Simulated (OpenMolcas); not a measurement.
**Computed transition rates of O+**

```yaml
Program: OpenMolcas
Method: "SS-CASPT2, IPEA 0.25 Eh, imaginary shift 0.1 Eh (closed shells correlated: 1s)"
Basis: ANO-RCC-VQZP [5s4p3d2f1g]
Scalar_Hamiltonian: DKH2, point nucleus
Active_space: 5 electrons in 4 orbitals (2s 2p)
State_averaging: 2S+1 = 4 odd, 1 root; 2S+1 = 2 odd, 8 roots; 2S+1 = 4 even, 3 roots; 2S+1 = 2 even, 9 roots
Spin-orbit_coupling: state interaction with AMFI integrals over the reference wave functions, term energies averaged over their components
```

Rates come from the transition moments of the reference wave functions (E1 and E2 in the length form). At fixed line strength A goes as λ^-3 for E1 and M1 and as λ^-5 for E2, so a rate at the computed wavelength can be rescaled to the measured one. Measured vacuum wavelengths follow from level energies in NIST Handbook of Basic Atomic Spectroscopic Data. Branching counts decays inside the model space alone, at computed energies, and the table is only a selection of the E1 lines, drawn from those between levels with measured partners whose computed energy lies within a factor of 1.5 of the measured one.

| Upper | Lower | Type | λ computed (nm) | λ measured (nm) | A computed (s-1) | A rescaled (s-1) | Branching % |
| --- | --- | --- | --- | --- | --- | --- | --- |
| 2s 2p4 2P 1/2 | 2s2 2p3 2D* 3/2 | E1 | 52.11 | 53.78 | 1.38e+10 | 1.26e+10 | 78.4 |
| 2s 2p4 2P 3/2 | 2s2 2p3 2D* 5/2 | E1 | 52.16 | 53.83 | 1.25e+10 | 1.14e+10 | 71.2 |
| 2s 2p4 2S 1/2 | 2s2 2p3 2P* 3/2 | E1 | 63.04 | 64.42 | 5.11e+09 | 4.79e+09 | 66.2 |
| 2s 2p4 2D 5/2 | 2s2 2p3 2D* 5/2 | E1 | 71.06 | 71.85 | 3.07e+09 | 2.97e+09 | 82.3 |
| 2s 2p4 2P 3/2 | 2s2 2p3 2P* 3/2 | E1 | 56.07 | 58.1 | 2.99e+09 | 2.69e+09 | 17.1 |
| 2s 2p4 2D 3/2 | 2s2 2p3 2D* 3/2 | E1 | 71.06 | 71.86 | 2.98e+09 | 2.88e+09 | 79.8 |
| 2s 2p4 2S 1/2 | 2s2 2p3 2P* 1/2 | E1 | 63.04 | 64.42 | 2.60e+09 | 2.44e+09 | 33.7 |
| 2s 2p4 2P 1/2 | 2s2 2p3 2P* 1/2 | E1 | 56.02 | 58.04 | 2.40e+09 | 2.16e+09 | 13.7 |
| 2s 2p4 2P 3/2 | 2s2 2p3 2D* 3/2 | E1 | 52.16 | 53.83 | 1.44e+09 | 1.31e+09 | 8.2 |
| 2s 2p4 2P 1/2 | 2s2 2p3 2P* 3/2 | E1 | 56.02 | 58.04 | 1.38e+09 | 1.24e+09 | 7.9 |
| 2s 2p4 4P 1/2 | 2s2 2p3 4S* 3/2 | E1 | 83.01 | 83.28 | 1.37e+09 | 1.36e+09 | 100.0 |
| 2s 2p4 4P 3/2 | 2s2 2p3 4S* 3/2 | E1 | 83.07 | 83.33 | 1.37e+09 | 1.36e+09 | 100.0 |
| 2s 2p4 4P 5/2 | 2s2 2p3 4S* 3/2 | E1 | 83.18 | 83.45 | 1.36e+09 | 1.35e+09 | 100.0 |
| 2s 2p4 2P 3/2 | 2s2 2p3 2P* 1/2 | E1 | 56.08 | 58.1 | 6.13e+08 | 5.51e+08 | 3.5 |
| 2s 2p4 2D 5/2 | 2s2 2p3 2P* 3/2 | E1 | 78.52 | 79.67 | 4.52e+08 | 4.33e+08 | 12.1 |
| 2s 2p4 2D 3/2 | 2s2 2p3 2P* 1/2 | E1 | 78.53 | 79.66 | 3.69e+08 | 3.54e+08 | 9.9 |
| 2s 2p4 2D 3/2 | 2s2 2p3 2D* 5/2 | E1 | 71.06 | 71.85 | 3.24e+08 | 3.13e+08 | 8.6 |
| 2s 2p4 2D 5/2 | 2s2 2p3 2D* 3/2 | E1 | 71.06 | 71.86 | 2.09e+08 | 2.02e+08 | 5.6 |
| 2s 2p4 2D 3/2 | 2s2 2p3 2P* 3/2 | E1 | 78.53 | 79.66 | 6.38e+07 | 6.11e+07 | 1.7 |

The largest correction is for 2s 2p4 2P 3/2 → 2s2 2p3 2P* 3/2 (E1): 2.99e+09 × (56.07 / 58.1)^3 = 2.69e+09 s-1, a factor of 0.90.

The computed rate and branching of 2s 2p4 4P 1/2 → 2s2 2p3 4S* 3/2 give the upper level a radiative lifetime of 1.000 / 1.37e+09 s-1 = 7.30e-10 s, counting decays inside the model space alone. The rescaled rate gives about 7.4e-10 s.

The computed order of these levels differs from the measured one in 2 places, and where term gaps are wrong the rates of spin-changing lines can be off by large factors.

No measured rate stands beside these. Rescaling mends the energy factor alone: line strengths can still be far off where a level mixes with configurations outside the active space, and weak or spin-changing lines hang on small mixing coefficients that depend on the term gaps too, so rescaling need not improve them.

Term energies are means over components that CASPT2 splits; among the terms shown or strongly mixed into the levels shown the widest spread is 340 cm-1 (2s 2p4 2D). Measured partners are found by configuration, term and J. A level has none where our copy of the source lacks it or the pairing is in doubt (some pairs that miss far off the trend of their configuration count as doubtful). Only configurations of the active space appear.

* marks odd parity.
